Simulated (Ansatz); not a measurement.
A search over several starts for the lowest SCF solution of Cu₂O₂ at the given spin, in a small basis.

```yaml
crystal:
  periodic: [false, false, false]
  atoms:
    - {symbol: Cu, position_ang: [1.151990, -0.154345, 0.071487]}
    - {symbol: Cu, position_ang: [-1.151890, 0.155232, -0.071259]}
    - {symbol: O, position_ang: [0.131421, 0.340726, -1.382198]}
    - {symbol: O, position_ang: [-0.131531, -0.341613, 1.381968]}
basis:
  gaussian: {orbitals: def2-SVP, initial_orbitals: start.molden}
magnetization: {spin_polarized: true, initial_magnetization: 2}
hamiltonian: {xc: pbe0, dispersion: d4}
output: {orbitals: {seedname: orbitals}}
```

The file start.molden holds the orbitals of an earlier run on this structure, at another level or in another basis.

```sh
$ ansatz run in.yaml --threads 4 --pin off --events-out ev --progress --plain --max-ram 3916MiB
```

It prints (some lines left out):

```
Functional definition: PBE0
948 factors; integrals over basis functions are off by at most 1.1e-3 eV
mean field evaluation 1: about -93338.9511 eV, gradient 4.3e-1 eV
mean field evaluation 2: about -93339.1444 eV, gradient 5.8e-4 eV
mean field evaluation 4: about -93339.1444 eV, gradient 2.6e-5 eV
mean field evaluation 8: about -93339.1444 eV, gradient 9.5e-6 eV
mean field evaluation 16: about -93338.1214 eV, gradient 1.2e0 eV
mean field evaluation 32: about -93338.3265 eV, gradient 1.1e-3 eV
mean field evaluation 64: about -93339.1161 eV, gradient 6.2e-1 eV
mean field -93339.14442256 eV, -3430.1502899846 hartree, gradient 1.1e-6 eV, S^2 2.040374; 8 other end points of the search recorded, 0 dependent functions left out
reference -93339.14447409 eV, -3430.1502918784 hartree; 38, 36 occupied and 52, 54 virtual orbitals, 948 factors
Total energy: -93339.23267678 eV, -3430.1535332675 hartree
```

Run time 13 s (4 threads of Arm Neoverse V2 on a shared host).

At PBE0-D4/def2-TZVP a broken-symmetry singlet of charge 0 lies 0.22 eV below the triplet, each at its own geometry. The structure comes from a short search, and lower isomers may exist.
